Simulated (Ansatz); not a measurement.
Molecule: TaF (charge 0, triplet). The spin state was set by rule; other spins were not relaxed. 
Structure (B3LYP-D3(BJ)/def2-TZVP (Ansatz, a quantum-chemistry and plane-wave program) minimum search):
SMILES: [F][Ta]
```xyz
2

Ta     0.0000     0.0000    -0.2004
F      0.0000     0.0000     1.6252
```
Charge 0, spin multiplicity 3.

Dipole moments at this geometry, in debye (magnitudes).

```tsv
level	program	dipole (D)
r2SCAN/def2-TZVPD	Ansatz	0.82
B97M-V/def2-TZVPD	Ansatz	1.10
BHLYP/def2-TZVPD	Ansatz	1.59
CAM-B3LYP/def2-TZVPD	Ansatz	1.45
wB97X-V/def2-TZVPD	Ansatz	1.46
CCSD(T)/def2-SVPD	Ansatz	1.03
```
